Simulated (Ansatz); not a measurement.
`[SiH3][SiH2][GaH2]` and `[SiH3][SiH3]` differ in one atom or group.

Ansatz, PBE0-D4/def2-TZVP geometries, multiplicity 1. 

Scalar relativity is left out up to krypton.

| property | `[SiH3][SiH2][GaH2]` |
| --- | --- |
| HOMO energy (PBE/def2-TZVPP) / eV | -6.47 |
| size of the dipole moment (PBE/def2-TZVPP) / D | 0.19 |
| size of the dipole moment (B3LYP/def2-TZVPP) / D | 0.23 |
| HOMO–LUMO gap (B3LYP/def2-TZVPP) / eV | 4.82 |
| HOMO energy (ωB97M-V/def2-TZVPP) / eV | -9.44 |
| HOMO–LUMO gap (ωB97M-V/def2-TZVPP) / eV | 8.91 |

Q: Give the same properties after the change, and the shifts. (An estimate is asked.)

A: Computed: 
```csv
property,`[SiH3][SiH3]`,shift
HOMO energy (PBE/def2-TZVPP) / eV,-7.27,-0.80
size of the dipole moment (PBE/def2-TZVPP) / D,0.00,-0.19
size of the dipole moment (B3LYP/def2-TZVPP) / D,0.00,-0.23
HOMO–LUMO gap (B3LYP/def2-TZVPP) / eV,8.31,3.49
HOMO energy (ωB97M-V/def2-TZVPP) / eV,-10.43,-0.99
HOMO–LUMO gap (ωB97M-V/def2-TZVPP) / eV,12.42,3.51
```

With PBE0 the HOMO falls by 0.91 eV and the LUMO rises by 2.51 eV, so the gap widens by about 3.42 eV. PBE moves the HOMO by -0.80 eV and ωB97M-V by -0.99 eV. The zero-point energy changes by -15.4 kJ/mol with -6 modes.

B3LYP here is the variant with VWN-RPA as its local correlation; programs differ in this.
